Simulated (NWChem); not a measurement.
C2H5FSi2; SMILES [SiH2](C#C)[SiH2]F

```xyz
10

C     -1.1362    -2.7491    -0.2004
C     -0.2747    -1.9132     0.0006
Si     0.9832    -0.6102     0.2811
Si     0.1500     1.4656    -0.4346
F     -1.1023     1.8951     0.5182
H     -1.8951    -3.4917    -0.3746
H      2.2136    -0.9253    -0.5087
H      1.3386    -0.5569     1.7303
H      1.1996     2.5217    -0.3204
H     -0.3355     1.3959    -1.8434
```
Atoms are numbered in this order, from 1.

All runs: NWChem. The geometry was optimised at PBE0/def2-SVP.

Problem. Among these, which level gives the lowest value of “dipole (D)”?
A. CAM-B3LYP/def2-TZVP
B. LDA (Slater exchange, VWN5)/def2-TZVP
C. PBE/def2-TZVP
D. PBE0/def2-TZVP

Solution. C, PBE/def2-TZVP. Values: PBE/def2-TZVP 1.17; LDA (Slater exchange, VWN5)/def2-TZVP 1.24; PBE0/def2-TZVP 1.29; CAM-B3LYP/def2-TZVP 1.33
